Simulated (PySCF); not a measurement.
GeN: energy against distance

Set-up: basis Ge def2-TZVPPD, N def2-TZVPPD; no relativity; PySCF 2.14. Energies in eV from Ge + N in their ground configurations at the same level. All curves are PBE0. state 1: ²Π (doublet), unpaired electrons π ↑; state 2: ²Σ⁺ (doublet), unpaired electrons σ ↑, a second solution, started from another occupation; state 3: ⁴Π (quartet), unpaired electrons π ↑↑↑, a second solution, started from another occupation; state 4: sextet, unpaired electrons σ ↑, π ↑↑↑↑, a second solution, started from another occupation.

| R (Å) | state 1 | state 2 | state 3 | state 4 |
| --- | --- | --- | --- | --- |
| 1.496 | -2.035 | -2.784 | 2.254 | 5.1782 |
| 1.566 | -2.883 | -3.321 | 0.851 | 3.6847 |
| 1.636 | -3.350 | -3.527 | -0.138 | 2.5970 |
| 1.688 | -3.516 | -3.525 | -0.672 | 1.9835 |
| 1.740 | -3.563 | -3.426 | -1.067 | 1.5047 |
| 1.792 | -3.519 | -3.259 | -1.350 | 1.1329 |
| 1.862 | -3.360 | -2.971 | -1.592 | 0.7656 |
| 1.949 | -3.073 | -2.568 | -1.732 | 0.4560 |
| 2.053 | -2.686 | -2.093 | -1.736 | 0.2288 |
| 2.192 | -2.180 | -1.535 | -1.574 | 0.0666 |

Task: Put a parabola through the three lowest points of the state 1 curve and estimate Re, k and ωe (reduced mass 11.77 u; 1 eV/Å² = 0.16022 mdyn/Å; ωe = 1302.8·√(k/μ) cm⁻¹).

Result: Through R = 1.688, 1.74, 1.792 Å the second-order coefficient is 16.8 eV/Å², so Re ≈ 1.741 Å, k ≈ 5.39 mdyn/Å and ωe ≈ 882 cm⁻¹. A polynomial fit of higher order to the unrounded PBE0 energies gives Re = 1.738 Å, k = 5.38 mdyn/Å, ωe = 880 cm⁻¹; anharmonicity and rounding make the difference.

The higher-order fit for each curve: state 1: Re = 1.738 Å, ωe = 880 cm⁻¹, De = 3.56 eV; state 2: Re = 1.660 Å, ωe = 979 cm⁻¹, minimum 3.54 eV below the ground-state fragments; state 3: Re = 2.002 Å, ωe = 548 cm⁻¹, minimum 1.75 eV below the ground-state fragments. State 4 gave no clean fit.

⟨S²⟩ of the unrestricted solution departs from its pure value on part of the curve, where spin states mix. Spin–orbit coupling is left out. The state is the lowest determinant that a PBE0 search found; another state may lie lower at other levels.
